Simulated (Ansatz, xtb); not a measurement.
**Two structures of Al2Cl4H2**

Structure I is a singlet given by its coordinates and structure II is a singlet given by its coordinates. Both are isolated molecules in the gas phase, relaxed with PBE0-D4/def2-SVP.

I (Å):

```xyz
8

Al   -1.0647    1.5036    2.1942
Al   -0.9991    1.4238   -1.0543
Cl   -0.4631    3.3363    3.0122
Cl   -2.5948    1.9185    0.5271
Cl   -0.3633    3.2147   -1.9365
Cl    0.4829    0.8685    0.6152
H    -1.5114    0.2661    3.0418
H    -1.4126    0.1456   -1.8574
```

Close contacts (Å): Al1–Cl3 2.10, Al1–Cl4 2.30, Al1–Cl6 2.30, Al2–Cl4 2.30, Al2–Cl5 2.10, Al2–Cl6 2.30, Al1–H7 1.57, Al2–H8 1.57.

II (Å):

```xyz
8

Al   -1.4917    2.7956    1.5257
Al   -0.4776    0.3887   -0.4122
Cl   -1.6712    4.6839    0.6303
Cl    0.5589    1.9269    0.9486
Cl   -0.2998   -1.4972    0.4886
Cl   -2.5279    1.2601    0.1615
H    -1.8122    2.5049    3.0289
H    -0.1560    0.6750   -1.9160
```

Close contacts (Å): Al1–Cl3 2.10, Al1–Cl4 2.30, Al1–Cl6 2.30, Al2–Cl4 2.30, Al2–Cl5 2.10, Al2–Cl6 2.30, Al1–H7 1.56, Al2–H8 1.56.

Q: Which of the two would you expect CCSD(T)/def2-SVP + ΔMP2/def2-TZVPP electronic energies to favour?

A: CCSD(T)/def2-SVP + ΔMP2/def2-TZVPP gives E(II) − E(I) = −0.001 eV, slightly favouring structure II, which is too small a margin to settle the true order.

Level by level:

```
                             level          geometry  E(II) − E(I) (eV)  departure from the last row (eV)  job, with rough time for the two
                  PBE0-D4/def2-SVP  PBE0-D4/def2-SVP              −0.001                             0.000                optimisation, 50 s
                       HF/def2-SVP  PBE0-D4/def2-SVP              −0.008                            −0.007           part of the CCSD(T) run
                      MP2/def2-SVP  PBE0-D4/def2-SVP               0.000                            +0.001           part of the CCSD(T) run
                  CCSD(T)/def2-SVP  PBE0-D4/def2-SVP               0.000                            +0.001                      single point
CCSD(T)/def2-SVP + ΔMP2/def2-TZVPP  PBE0-D4/def2-SVP              −0.001                                                  single point, 36 s
```

The largest departure from CCSD(T)/def2-SVP + ΔMP2/def2-TZVPP is that of HF/def2-SVP, 0.007 eV. Levels run at GFN2-xTB geometries aren't shown. The last row adds to CCSD(T) the change of the MP2 difference between the two basis sets, here −0.001 eV.

With thermal terms from frequencies at re-optimised GFN2-xTB minima (ideal gas, soft modes damped towards free rotors, one conformer each, 298.15 K, 1 atm): on the last row, ΔE + ΔZPE = −0.001, ΔH = −0.001, ΔG = +0.001 eV.

The correlated steps freeze 30 core orbitals. Programs: Ansatz 0.2.0, xtb 6.7.1; the last row on 2 threads of Arm Neoverse V2 on a shared host.
